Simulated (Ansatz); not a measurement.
Molecule: GaF₂, charge 0, multiplicity 2. SMILES: [F][Ga][F]
Geometry from a B3LYP-D3(BJ)/def2-TZVP (Ansatz, a program for electronic structure) optimisation:
```xyz
3

Ga     0.3037     0.1198     0.0904
F     -0.6807     0.9328    -1.1359
F     -0.3656    -1.3455     0.8244
```
Charge 0, spin multiplicity 2.

Quantity: vertical ionisation energy to the singlet, in eV. Terms: dispersion terms only where a functional's name holds one; 6-31G* and kin with 6d, 5d where marked; each state is the SCF solution reached for its charge and spin; no spin-orbit coupling; UHF or UKS for open shells; non-relativistic; LANL2DZ with its own core potentials from Na on. First-principles rows: single points at B3LYP-D3(BJ) geometries (Ansatz). The spin state of an ion or metal species was assumed, not searched.

```
level                              program  vertical ionisation energy to the singlet (eV)
---------------------------------  -------  ----------------------------------------------
B3LYP/STO-3G                        Ansatz                                            7.63
B3LYP/3-21G                         Ansatz                                            9.67
B3LYP/6-31G*                        Ansatz                                           10.36
B3LYP/6-31G* with LANL2DZ past Ar   Ansatz                                           10.13
B3LYP/def2-TZVPD                    Ansatz                                           10.56
```

No value to compare with is used here. The 4 habitual levels span 7.63 (B3LYP/STO-3G) to 10.36 eV (B3LYP/6-31G*); B3LYP/def2-TZVPD gives 10.56.

The sets are all those run for this method; runs whose electronic state is in doubt are left out.
